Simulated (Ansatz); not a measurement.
Consider the substitution at a C–O bond: `OC[SiH2]Cl` + HI → `Cl[SiH2]CI` + H₂O.

Gas-phase electronic energies from Ansatz, PBE0-D4/def2-TZVP geometries. CCSD(T)/CBS adds triple-zeta CCSD(T) − MP2 to the extrapolated MP2 energy (def2 sets, frozen cores). This one scheme is used for every species. DFT in def2-TZVPP. Elements past krypton have def2 core potentials. For I outer-core shells are correlated without core-valence functions, which leaves a few kJ/mol of doubt a bond. One conformer a species, not always the lowest.

`OC[SiH2]Cl`:

Cartesian coordinates in Å:
```
O -1.648 0.134 0.568
C -0.750 -0.303 -0.436
Si 1.000 0.325 -0.143
Cl 1.495 -0.243 1.782
H -1.292 -0.123 1.424
H -1.117 0.097 -1.387
H -0.747 -1.398 -0.537
H 1.978 -0.291 -1.074
H 1.080 1.803 -0.198
```

HI:

```xyz
2

I    -0.296   -0.604   -0.442
H     0.296    0.604    0.442
```

`Cl[SiH2]CI`:

Cartesian coordinates in Å:
```
Cl -1.940 0.246 1.430
Si -0.686 0.614 -0.149
C 0.679 -0.658 -0.183
I 1.936 -0.483 1.537
H -0.122 1.974 -0.005
H -1.488 0.504 -1.394
H 1.325 -0.519 -1.050
H 0.295 -1.677 -0.185
```

H₂O:

```xyz
3

O     0.326    0.163    0.138
H    -0.404    0.602   -0.303
H     0.079   -0.764    0.165
```

CCSD(T)/CBS gives -0.76 eV.

(1) Another level gave -0.49 eV. Which?
A. HF/def2-TZVPP
B. MP2/def2-TZVPP
C. ωB97X-V/def2-TZVPP
D. CCSD/def2-TZVPP

Largest T1 diagnostic among the species: 0.010.

## Answers

(1) A. HF/def2-TZVPP -0.49, CCSD/def2-TZVPP -0.63, ωB97X-V -0.55, MP2/def2-TZVPP -0.79 eV.

The D4 term adds −0.08 eV with B3LYP and −0.04 eV with PBE0; it sums over pairs of atoms, weighted by their polarisabilities, and B3LYP, whose exchange is more repulsive, gets the larger term. In def2-TZVPP, CCSD(T) changes the Hartree–Fock value by −0.17 eV (the triples alone add −0.03 eV) and MP2 by −0.30 eV.

B3LYP here is the variant with VWN-RPA as its local correlation; programs differ in this.
